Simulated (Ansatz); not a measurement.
Al4H5⁺. The state is a singlet with charge 1. Geometry B3LYP-D4/def2-SVP, basis def2-TZVP, Ansatz.

```xyz
9

Al    1.234    1.458    1.963
Al    0.811   -1.047   -0.083
Al   -0.909    0.986   -0.020
Al   -1.233   -0.976   -1.646
H    -2.159   -1.543   -2.781
H    -0.468    2.128    1.111
H     0.872    0.743   -0.341
H     2.138   -1.468    0.663
H    -0.286   -0.281    1.133
```

```json
{"run": "A", "HOMO (eV)": "-9.53", "LUMO (eV)": "-7.18"}
{"run": "B", "HOMO (eV)": "-9.71", "LUMO (eV)": "-7.41"}
{"run": "C", "HOMO (eV)": "-10.49", "LUMO (eV)": "-6.66"}
{"run": "D", "HOMO (eV)": "-10.14", "LUMO (eV)": "-6.99"}
{"run": "E", "HOMO (eV)": "-10.32", "LUMO (eV)": "-6.74"}
{"run": "F", "HOMO (eV)": "-9.85", "LUMO (eV)": "-7.27"}
```

B3LYP takes the VWN-RPA correlation. Another isomer (singlet) lies 0.18 eV lower at PBE0-D4/def2-TZVP; other spin states weren't run for this one.

Q: The runs used B3LYP, BLYP, PBE, PBE0, r2SCAN, r2SCANh. Estimate which is which.

A: A BLYP (0 % exact exchange); B PBE (0 % exact exchange); C PBE0 (25 % exact exchange); D r2SCANh (10 % exact exchange); E B3LYP (20 % exact exchange); F r2SCAN (0 % exact exchange). Exact exchange lowers occupied and raises empty levels; among semilocal functionals meta-GGAs tend to open the gap a little, and such runs are hard to tell apart. The gap grows from 2.30 eV (PBE) to 3.84 eV (PBE0).
